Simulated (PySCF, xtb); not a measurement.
Se(OH)(SMe) (CH4OSSe), SMILES CS[Se]O.

GFN2-xTB (xtb 6.7.1) at its own geometry gives an orbital gap of 3.80 eV and a dipole moment of 0.70 D.

Geometry optimised at PBE-D3(BJ)/def2-SVP. This is a generated structure with no PubChem entry under its InChIKey; it may be hypothetical. Other conformers were not sampled.

Problem. What does PBE/def2-TZVP (PySCF) give? (An estimate is asked for; the answer gives what the named calculation found.)

Solution. gap 3.52 eV (levels -5.61 and -2.09 eV), dipole 0.87 D.
